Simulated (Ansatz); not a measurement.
The same path of ClH + ClIn (4 atoms, charge 0, multiplicity 1) was run twice with different band settings. Lost on the way: H3–Cl4. Made: Cl2–H3.

These are results of RKS PBE/def2-mTZVP (Ansatz), not measurements.

Relaxed end points:

```xyz
4
Properties=species:S:1:pos:R:3
In 1.413 0.348 -1.189
Cl -1.019 -0.488 -1.247
H -0.596 -0.125 0.700
Cl 0.203 0.264 1.736
```

```xyz
4
Properties=species:S:1:pos:R:3
In 1.643 0.471 -0.790
Cl -1.332 -0.567 -1.000
H -0.867 -0.267 0.249
Cl 0.557 0.363 1.542
```

Common settings: movable images 7; climbing image yes; spring 5.0 eV/Å²; optimiser quadratic models (default); start path through a guess of the saddle point; iteration limit 60; end points relaxed.

| run | force threshold |
| --- | --- |
| 1 | 0.05 eV/Å |
| 2 | 0.5 eV/Å |

What does each run give, and how far can it be trusted?

Run 1: converged after 8 iterations, highest image 0.031 eV above the first end. A vibrational analysis at the climbing image gives one clearly imaginary mode, 129i cm⁻¹: a first-order saddle point.
Run 2: converged after 3 iterations, highest image 0.060 eV above the first end. The threshold of 0.5 eV/Å is loose, so the images may lie well off the minimum-energy path. The order of the stationary point at the top wasn't checked.
The orbitals stay closed-shell, which can raise the energy where a bond breaks towards radicals; this wasn't checked here.
